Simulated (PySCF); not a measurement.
PySCF 2.14 output of an unrestricted LDA calculation on a single atom or ion in aug-cc-pVDZ-PP with ECP10MDF (5s4p3d, 32 functions), with scalar relativity through the core potential:

```
SCF conv_tol = 1e-09
number electrons alpha = 11  beta = 10
    P. A. M. Dirac.,  Math. Proc. Cambridge Philos. Soc. 26, 376 (1930)
    F. Bloch.,  Z. Phys. 57, 545 (1929)
    S. H. Vosko, L. Wilk, and M. Nusair.,  Can. J. Phys. 58, 1200 (1980)
cycle= 1 E= -330.363949378277  delta_E= -0.0123  |g|= 0.0623  |ddm|= 0.366
cycle= 2 E= -330.364680669514  delta_E= -0.000731  |g|= 0.0254  |ddm|= 0.0713
cycle= 3 E= -330.364843851176  delta_E= -0.000163  |g|= 0.000589  |ddm|= 0.0332
cycle= 4 E= -330.364844007777  delta_E= -1.57e-07  |g|= 9.21e-06  |ddm|= 0.00188
cycle= 5 E= -330.364844007828  delta_E= -5.13e-11  |g|= 1.65e-07  |ddm|= 3.2e-05
converged SCF energy = -330.364844007828  <S^2> = 0.75022917  2S+1 = 2.0002292
```

The run itself started from symmetry-adapted Hartree-Fock orbitals and held the occupation by maximum overlap, on a logarithmic radial grid, so the iterations belong to that start.

Task: Which element, charge and spin multiplicity is this?

Result: As(2+) (arsenic, charge +2), multiplicity 2; the state was [Ar] 3d10 4s2 4d1, 2D determinant (an excited configuration).

Energies and moments cover only the electrons outside the core potential. The outer electron is Rydberg-like, and this basis confines it to a smaller radius and binds it less than a complete one would.
